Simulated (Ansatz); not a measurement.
Relaxation of ClH₈N₃OZr (14 atoms, charge 0, multiplicity 1), to a largest force component of 0.03 eV/Å in at most 50 steps.

Level of theory: RKS PBE/def2-SVP in Ansatz 0.2.0.

```xyz
14
Properties=species:S:1:pos:R:3:forces:R:3
Zr 0.015 -0.727 -0.237 0.12 -0.15 0.55
O 0.529 0.765 2.621 0.11 -0.60 -0.03
H -0.398 0.662 2.918 0.09 0.01 -0.02
N 1.809 -0.135 -0.992 -0.01 0.02 -0.01
H 2.613 -0.773 -1.077 0.01 0.00 0.00
H 2.123 0.810 -1.246 -0.02 -0.04 0.04
N -1.145 0.933 -0.018 -0.03 -0.04 -0.04
H -1.971 1.245 -0.538 0.01 0.01 0.00
H -0.893 1.638 0.686 -0.01 0.01 0.03
N -0.870 -1.749 -1.752 0.01 -0.01 0.01
H -1.719 -2.313 -1.619 -0.01 -0.01 -0.01
H -0.537 -1.894 -2.711 0.01 0.01 0.00
Cl 0.241 -2.337 1.669 -0.04 0.35 -0.33
H 0.891 -0.136 2.828 -0.22 0.45 -0.19
```

**Question.** Where does it end, and by what steps?

**Answer.** The run converged. After 11 steps the energy has fallen by 0.252 eV; O2 moved furthest, 0.58 Å. Joined: Zr1–O2 (3.26 → 2.48 Å).

```tsv
step	energy less start (eV)	largest force component (eV/Å)	accepted
0	0.0000	0.601	yes
1	-0.0477	0.727	yes
2	-0.1155	0.792	yes
3	-0.1688	1.019	yes
4	-0.2000	0.571	yes
5	-0.2299	0.459	yes
6	-0.2386	0.398	yes
7	-0.1995	1.065	no
8	-0.2479	0.273	yes
9	-0.2504	0.158	yes
10	-0.2517	0.050	yes
11	-0.2520	0.028	yes
```

```xyz
14
Properties=species:S:1:pos:R:3
Zr 0.078 -0.605 -0.033
O 0.617 0.413 2.169
H -0.205 0.773 2.556
N 1.847 -0.065 -0.885
H 2.637 -0.715 -0.998
H 2.161 0.869 -1.170
N -1.206 1.004 0.038
H -1.979 1.135 -0.623
H -1.158 1.835 0.637
N -0.837 -1.668 -1.519
H -1.678 -2.249 -1.405
H -0.491 -1.806 -2.475
Cl 0.207 -2.448 1.659
H 0.693 -0.485 2.583
```

Whether the end is a true minimum wasn't checked by a vibrational analysis.

Run time: 18 s on 4 threads of Intel(R) Xeon(R) 6975P-C (Granite Rapids) (shared host), peak memory 0.23 GiB.
